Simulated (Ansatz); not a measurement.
Consider the redistribution: `[F][In]([F])[O][SiH3]` + `C[CH2][Cd][OH]` → `C[CH2][In]([F])[F]` + `[OH][Cd][O][SiH3]`.

Calculated with Ansatz (gas phase, PBE0-D4/def2-TZVP geometries, no zero-point term in ΔE). CBS: MP2 limit from def2 TZ/QZ plus the TZ coupled-cluster correction, frozen cores. DFT in def2-TZVPP. B3LYP here is the variant with VWN-RPA as its local correlation; programs differ in this. HSE06 is defined as in plane-wave codes. def2 core potentials past Kr. For Cd, In outer-core shells are correlated without core-valence functions, which leaves a few kJ/mol of doubt a bond. Each species was taken in one conformer, which may not be the lowest.

| level | ΔE (kJ/mol) | difference from CCSD(T)/CBS |
| --- | --- | --- |
| LDA (SPW92) | -21.1 | -3.7 |
| PBE-D4 | -20.8 | -3.4 |
| revPBE-D4 | -20.1 | -2.7 |
| BLYP-D4 | -21.7 | -4.3 |
| r2SCAN-D4 | -20.6 | -3.2 |
| PBE0-D4 | -21.4 | -4.0 |
| B3LYP-D4 | -22.3 | -4.9 |
| r2SCAN0-D4 | -21.3 | -3.9 |
| HSE06-D4 | -21.3 | -3.9 |
| BHLYP-D4 | -22.7 | -5.3 |
| CAM-B3LYP-D4 | -22.6 | -5.2 |
| ωB97X-V | -21.8 | -4.4 |
| PBE-QIDH | -18.0 | -0.6 |
| PBE | -20.8 | -3.4 |
| revPBE | -20.7 | -3.3 |
| BLYP | -21.8 | -4.4 |
| r2SCAN | -20.6 | -3.2 |
| PBE0 | -21.4 | -4.0 |
| r2SCANh | -20.9 | -3.5 |
| r2SCAN0 | -21.3 | -3.9 |
| HSE06 | -21.3 | -3.9 |
| BHLYP | -22.7 | -5.3 |
| CAM-B3LYP | -22.6 | -5.2 |
| LC-ωPBE | -22.2 | -4.8 |
| RPA@PBE/def2-TZVPP | -17.2 | 0.2 |
| HF/def2-SVP | -27.7 | -10.3 |
| MP2/def2-SVP | -2.6 | 14.8 |
| CCSD/def2-SVP | -12.2 | 5.2 |
| CCSD(T)/def2-SVP | -10.9 | 6.5 |
| HF/def2-TZVPP | -22.9 | -5.5 |
| MP2/def2-TZVPP | -11.9 | 5.5 |
| SCS-MP2/def2-TZVPP | -14.5 | 2.9 |
| CCSD/def2-TZVPP | -18.8 | -1.4 |
| CCSD(T)/def2-TZVPP | -16.6 | 0.8 |
| HF/def2-QZVPP | -23.3 | -5.9 |
| MP2/def2-QZVPP | -12.5 | 4.9 |
| SCS-MP2/def2-QZVPP | -14.8 | 2.6 |
| HF/CBS(def2) | -23.4 | -6.0 |
| MP2/CBS(def2) | -12.7 | 4.7 |
| CCSD/CBS(def2) | -19.7 | -2.3 |
| CCSD(T)/CBS | -17.4 | 0 |

Largest T1 diagnostic among the species: 0.017.

In def2-TZVPP, CCSD(T) changes the Hartree–Fock value by +6.4 kJ/mol (the triples alone add +2.2 kJ/mol) and MP2 by +11.1 kJ/mol. Leaving LDA and LC-ωPBE aside and taking each functional with its dispersion term where it has one, the values spread over 4.7 kJ/mol, from BHLYP-D4 to PBE-QIDH. At CCSD(T), def2-SVP lies +6.5 kJ/mol from the extrapolated value and def2-TZVPP +0.8 kJ/mol.
